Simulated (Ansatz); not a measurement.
Mulliken charges of H₂MoO₄, SMILES `[O]=[Mo](=[O])([OH])[OH]` from ωB97M-V/def2-TZVPP in Ansatz (PBE0-D4/def2-TZVP geometry).

| atom | x (Å) | y (Å) | z (Å) | charge (e) |
| --- | --- | --- | --- | --- |
| O1 | -0.419 | -1.874 | -0.110 | -0.507 |
| Mo2 | 0.099 | -0.310 | 0.195 | 1.597 |
| O3 | 1.086 | -0.310 | 1.549 | -0.507 |
| O4 | -1.371 | 0.798 | 0.523 | -0.504 |
| O5 | 1.050 | 0.309 | -1.291 | -0.504 |
| H6 | -2.275 | 0.550 | 0.312 | 0.213 |
| H7 | 1.890 | 0.771 | -1.223 | 0.213 |

Problem. By hand: the dipole of these point charges (1 e Å = 4.8032 D).

Solution. Σ q r = (-0.100, 0.336, -0.225) e Å, of length 0.417 e Å = 2.00 D.

Problem. How does the dipole of the full density compare? (An estimate is asked.)

Solution. The calculation gave: (-0.125, 0.417, -0.280) e Å, 2.49 D; the point charges give 0.80 times that, at 0° from its direction.

Point charges leave out the atoms' own dipoles, such as those of lone pairs, and Mulliken's split depends on the basis, so the two needn't agree.
